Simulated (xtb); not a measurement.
Br$_{2}$Si (SMILES Br[Si]Br), singlet, at a GFN2-xTB geometry. Base run: GFN0-xTB run with xtb 6.7.1.

The xtb input:
```
$ xtb mol.xyz --gfn 0 --json

# file mol.xyz
3

Si    -0.02306863    -0.00441753     1.20707901
Br     0.95296278    -1.45162520    -0.22860751
Br    -0.94373533     1.45339221    -0.25422409
```

Each row names what was changed in the base input (with any setting that the change needs).

```tsv
change	ΔE vs base (kcal/mol)	HOMO-LUMO gap (eV)
base	0.000	1.41
etemp = 10000	-43.37	1.41
etemp = 10	0.000	1.41
etemp = 1000	-0.002	1.41
```
